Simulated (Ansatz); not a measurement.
Consider the ligand exchange at the Si–S bond: `O[SiH2]S[SiH2]F` + `C[SiH2]O` → `C[SiH2]O[SiH2]F` + `O[SiH2]S`.

Calculated with Ansatz (gas phase, PBE0-D4/def2-TZVP geometries, no zero-point term in ΔE). CCSD(T)/CBS adds triple-zeta CCSD(T) − MP2 to the extrapolated MP2 energy (def2 sets, frozen cores). This one scheme is used for every species. DFT in def2-TZVPP. Each species was taken in one conformer, which may not be the lowest.

```tsv
level	ΔE (kJ/mol)
CAM-B3LYP-D4	-73.2
MP2/def2-TZVPP	-63.6
```

Q: What does CCSD(T)/CBS give? (Best estimate.)

A: Computed: -64.0 kJ/mol. The listed levels differ from it by -9.2, 0.4 kJ/mol.

Q: What do rigid-rotor, harmonic-oscillator terms from PBE0-D4/def2-TZVP frequencies (298.15 K, 1 bar) make of the CCSD(T)/CBS value? (Estimate.)

A: The calculation gave: ΔZPE = -4.0 kJ/mol, ΔH = -68.5 kJ/mol, ΔS = 9 J/(mol·K), ΔG = -71.2 kJ/mol. Modes under 50 cm⁻¹ make the entropy rough.

Largest T1 diagnostic among the species: 0.012.

Leaving LDA and LC-ωPBE aside and taking each functional with its dispersion term where it has one, the values, not all of them listed here, spread over 27.2 kJ/mol, from BHLYP-D4 to revPBE-D4. From PBE to PBE0 (25 % exact exchange), in def2-TZVPP and without D4, ΔE moves by −5.4 kJ/mol. In def2-TZVPP, CCSD(T) changes the Hartree–Fock value by +20.2 kJ/mol (the triples alone add +4.3 kJ/mol) and MP2 by +24.0 kJ/mol.
